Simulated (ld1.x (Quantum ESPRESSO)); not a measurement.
# u(r) = r·R(r): atom against pseudo-atom (Al (Z = 13))

Columns: radius, all-electron u(r) and pseudo u(r) of the 3p shell (level -2.71 eV) of aluminium in the configuration [Ne] 3s2 3p1; PBE, scalar-relativistic, TM scheme, ld1.x (Quantum ESPRESSO) 7.5.

```json
{"r (bohr)": "0.181", "all-electron": "0.1487", "pseudo": "-0.0079"}
{"r (bohr)": "0.362", "all-electron": "0.2141", "pseudo": "-0.0311"}
{"r (bohr)": "0.543", "all-electron": "0.1624", "pseudo": "-0.0681"}
{"r (bohr)": "0.724", "all-electron": "0.0595", "pseudo": "-0.1167"}
{"r (bohr)": "0.905", "all-electron": "-0.0557", "pseudo": "-0.1737"}
{"r (bohr)": "1.086", "all-electron": "-0.1653", "pseudo": "-0.2356"}
{"r (bohr)": "1.267", "all-electron": "-0.2619", "pseudo": "-0.2987"}
{"r (bohr)": "1.448", "all-electron": "-0.3434", "pseudo": "-0.3595"}
{"r (bohr)": "1.629", "all-electron": "-0.4104", "pseudo": "-0.4148"}
{"r (bohr)": "1.810", "all-electron": "-0.4636", "pseudo": "-0.4622"}
{"r (bohr)": "1.991", "all-electron": "-0.5036", "pseudo": "-0.5003"}
{"r (bohr)": "2.172", "all-electron": "-0.5315", "pseudo": "-0.5283"}
{"r (bohr)": "2.353", "all-electron": "-0.5487", "pseudo": "-0.5465"}
{"r (bohr)": "2.534", "all-electron": "-0.5569", "pseudo": "-0.5556"}
{"r (bohr)": "2.715", "all-electron": "-0.5575", "pseudo": "-0.5569"}
{"r (bohr)": "2.896", "all-electron": "-0.5519", "pseudo": "-0.5517"}
{"r (bohr)": "3.077", "all-electron": "-0.5415", "pseudo": "-0.5414"}
{"r (bohr)": "3.258", "all-electron": "-0.5272", "pseudo": "-0.5272"}
{"r (bohr)": "3.439", "all-electron": "-0.5101", "pseudo": "-0.5101"}
{"r (bohr)": "3.620", "all-electron": "-0.4909", "pseudo": "-0.4909"}
{"r (bohr)": "3.801", "all-electron": "-0.4703", "pseudo": "-0.4703"}
{"r (bohr)": "3.982", "all-electron": "-0.4490", "pseudo": "-0.4490"}
{"r (bohr)": "4.163", "all-electron": "-0.4272", "pseudo": "-0.4272"}
{"r (bohr)": "4.344", "all-electron": "-0.4054", "pseudo": "-0.4054"}
{"r (bohr)": "4.525", "all-electron": "-0.3838", "pseudo": "-0.3838"}
{"r (bohr)": "4.706", "all-electron": "-0.3626", "pseudo": "-0.3626"}
```

(1) How many radial nodes do the two functions have?

(2) At about which radius was the pseudo-wave matched?

(3) Where does each function peak?

(4) Is the pseudo-wave norm-conserving?

## Answers

(1) The all-electron 3p function has n − l − 1 = 1; the pseudo-wave has 0, since the states of the same l below it are removed with the core.

(2) 3.62 bohr. The columns agree to 0.0005 from 2.90 bohr on; several derivatives are matched, so the curves merge somewhat inside the radius.

(3) Outermost all-electron maximum near 2.71 bohr, pseudo maximum near 2.71 bohr (to the table’s step).

(4) Yes: the TM scheme keeps the norm inside the radius equal to the all-electron one, which fixes the energy derivative of the logarithmic derivative at the level.
